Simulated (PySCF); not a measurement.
# RbMg: energy against distance

Set-up: PySCF, scalar-relativistic core potentials, basis sets Rb def2-SVPD with ECP28, Mg def2-SVPD. Energies in eV from Rb + Mg in their ground configurations at the same level. State: ²Σ⁺ (doublet), unpaired electrons σ ↑.

All columns are M06-L. A positive dipole means Rb(−)Mg(+).

```
R (Å)  E (eV)  μ (D)  Mulliken charge on Rb (basis-dependent)  HOMO (eV)  LUMO (eV)  Mayer bond order  ⟨S²⟩
3.719  -0.128  -1.54                                     0.16      -2.28      -1.37              0.44  0.76
3.884  -0.153  -1.59                                     0.13      -2.30      -1.39              0.46  0.76
4.008  -0.160  -1.62                                     0.11      -2.31      -1.40              0.46  0.76
4.132  -0.160  -1.63                                     0.09      -2.32      -1.41              0.47  0.76
4.256  -0.156  -1.62                                     0.07      -2.33      -1.43              0.47  0.75
4.421  -0.146  -1.58                                     0.04      -2.34      -1.47              0.46  0.75
```

A fit through these points gives, at Re = 4.083 Å, μ = -1.63 D and dμ/dR = -0.0666 D/Å; the reduced mass is 18.7 u.

**Question.** How strong is the fundamental in the double-harmonic approximation, I = 42.26·(dμ/dR)²/μred km/mol?

**Answer.** I = 42.26·(-0.0666)²/18.7 = 0.0100 km/mol at M06-L.

The bond is weak. Basis-set superposition, not corrected here, can be much of De in a small basis, most of all at correlated wavefunction levels. Functionals without a dispersion term scatter widely for such bonds, and LDA overbinds them. Spin–orbit coupling is left out. The state is the lowest determinant that a PBE0 search found; another state may lie lower at other levels.
